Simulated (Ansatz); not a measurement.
`CC(=O)OB(OC(C)=O)OC(C)=O`. Total charge 0; spin multiplicity 1. The geometry is a stationary point of PBE0-D4/def2-TZVP. It is one conformer, not always the lowest.

```xyz
22

C    -0.872   -1.271    3.325
C     0.062   -0.980    2.197
O     1.204   -1.315    2.121
O    -0.553   -0.220    1.244
B    -0.084   -0.038   -0.031
O     0.539   -1.073   -0.678
C     1.445   -0.924   -1.689
C     1.648   -2.214   -2.412
O     2.007    0.104   -1.908
O    -0.441    1.084   -0.732
C    -0.605    2.323   -0.183
C    -1.343    3.223   -1.118
O    -0.170    2.620    0.887
H    -1.222   -0.330    3.753
H    -0.364   -1.864    4.081
H    -1.749   -1.803    2.952
H     0.699   -2.560   -2.827
H     1.987   -2.974   -1.704
H     2.381   -2.083   -3.203
H    -1.450    4.208   -0.674
H    -2.323    2.799   -1.344
H    -0.795    3.290   -2.060
```

(1) What is the dipole moment at B3LYP/def2-TZVPP? (Estimate.)

(2) And with PBE, r2SCAN, ωB97M-V? (Best estimate.)

(3) Give the Mulliken charges with B3LYP, PBE, r2SCAN in def2-TZVPP. (Estimate.)

## Answers

(1) The calculation gave: 4.39 D, with components (-3.78, -1.75, -1.37) D in this frame, pointing from negative to positive charge.

(2) Ansatz gave: PBE 4.21 D, r2SCAN 4.39 D, ωB97M-V 4.38 D.

(3) The calculation gave: 
```csv
atom,B3LYP,PBE,r2SCAN
C1,-0.26,-0.26,-0.16
C2,0.35,0.27,0.38
O3,-0.28,-0.24,-0.31
O4,-0.27,-0.20,-0.28
B5,0.41,0.30,0.43
O6,-0.27,-0.20,-0.28
C7,0.35,0.27,0.38
C8,-0.26,-0.26,-0.16
O9,-0.28,-0.24,-0.31
O10,-0.27,-0.20,-0.28
C11,0.35,0.27,0.38
C12,-0.26,-0.26,-0.16
O13,-0.28,-0.24,-0.31
H14,0.12,0.12,0.08
H15,0.11,0.11,0.08
H16,0.10,0.10,0.07
H17,0.10,0.10,0.07
H18,0.12,0.12,0.08
H19,0.11,0.11,0.08
H20,0.11,0.11,0.08
H21,0.10,0.10,0.07
H22,0.12,0.12,0.08
```

B3LYP here is the variant with VWN-RPA as its local correlation; programs differ in this.
